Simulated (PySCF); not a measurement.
Computed properties of Mo(O)2(Cl)(SH) (ClHMoO2S), SMILES [SH][Mo](=[O])([Cl])=[O], multiplicity 1

ClHMoO₂S, SMILES [O]=[Mo](=[O])([SH])[Cl], multiplicity 1. The structure is a stationary point at PBE0-D3(BJ)/def2-SVP. The multiplicity is an assumed one; no other spin state was optimised. The structure was generated by enumeration; whether it is a known compound was not checked. The def2 effective core potentials stand for the cores of Mo; spin–orbit coupling is left out. The values are those of a single conformer. All values are computed for the isolated molecule unless a solvent is named; none is compared with measurement here.

**Structure.** All 12 harmonic modes at PBE0-D3(BJ)/def2-SVP (PySCF) are real, so it is a minimum. With heavy atoms numbered as in [Mo:1](=[O:2])(=[O:3])([Cl:4])[SH:5], the shortest bond between them is Mo1–O3 at 1.664 Å and the longest Mo1–S5 at 2.323 Å.

**Vibrations.** The strongest infrared lines (harmonic, unscaled, degenerate partners summed) lie at 1051 cm⁻¹ (173 km/mol, O 81 %, Mo 19 %), 1079 cm⁻¹ (113 km/mol, O 89 %, Mo 11 %), 440 cm⁻¹ (88 km/mol, Cl 48 %, Mo 39 %). The softest mode is at 119 cm⁻¹ and the zero-point energy is 10.9 kcal/mol.

**Electronic structure.** PBE0/def2-TZVP (PySCF) places the frontier levels at -8.67 and -3.51 eV, a gap of 5.16 eV, and gives a dipole moment of 2.15 D and a mean polarisability of 75.1 bohr³. PBE/def2-TZVP (PySCF) at the same geometry gives -7.44 and -4.11 eV, so its gap is 1.83 eV narrower. An orbital gap is neither the optical nor the fundamental gap.

**Excitations.** TDA-M06-2X/def2-SVPD (PySCF) has S1 at 4.24 eV (293 nm, f = 0.056, bright); the most intense of the 10 singlets computed lies at 4.24 eV (f = 0.06). T1 (TDA) is at 3.42 eV, 0.82 eV under S1. TDA-PBE/def2-SVPD (PySCF) puts S1 at 3.72 eV. No vertical singlet excitation falls in the visible range (under 3.1 eV).
